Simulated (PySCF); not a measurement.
NICS in isomers of C8H7FO2.

Probes without a nucleus sit at each ring's centroid and 1 Å off its mean plane on both sides; NICS is minus the shielding there, NICSzz its component along the normal. Level: GIAO PBE0/pcSseg-1 (PySCF, non-relativistic, gas phase) on the GFN2-xTB geometries, one conformer each. Atom numbers follow the mapped SMILES.

Question: Order these rings by mean NICS(1)zz, lowest (most negative) first (ppm).
A. ring C5–C6–C7–C8–C10–C11 in `[CH3:1][O:2][C:3](=[O:4])[c:5]1[cH:6][cH:7][c:8]([F:9])[cH:10][cH:11]1`
B. ring C5–C6–C7–C8–C10–C11 in `[O:1]=[C:2]([OH:3])[CH2:4][c:5]1[cH:6][cH:7][c:8]([F:9])[cH:10][cH:11]1`
C. ring C3–C4–C6–C8–C9–C10 in `[CH3:1][CH2:2][C:3]1=[C:4]([F:5])[C:6](=[O:7])[CH:8]=[CH:9][C:10]1=[O:11]`

Answer: B (-27.8), A (-26.7), C (4.5).

| SMILES | ring | NICS(0) | NICS(1) | NICS(1)zz | HOMA | rms pucker (Å) | ring atoms with four or more neighbours |
| --- | --- | --- | --- | --- | --- | --- | --- |
| O=C(O)Cc1ccc(F)cc1 | 6-membered carbocycle; formal bonds all aromatic | -10.2 | -11.2 | -27.8 | 1.00 | 0.00 | 0 |
| COC(=O)c1ccc(F)cc1 | 6-membered carbocycle; formal bonds all aromatic | -9.9 | -11.2 | -26.7 | 0.99 | 0.00 | 0 |
| CCC1=C(F)C(=O)C=CC1=O | 6-membered carbocycle; formal bonds 2 double, 4 single | 7.0 | 0.1 | 4.5 | -0.65 | 0.00 | 0 |

NICS(0) gives the same order. The isotropic NICS(1) ties some rings at the printed digit and otherwise keeps the order. HOMA uses Krygowski's 1993 parameters. NICS(1) and NICS(1)zz are means over the two faces.
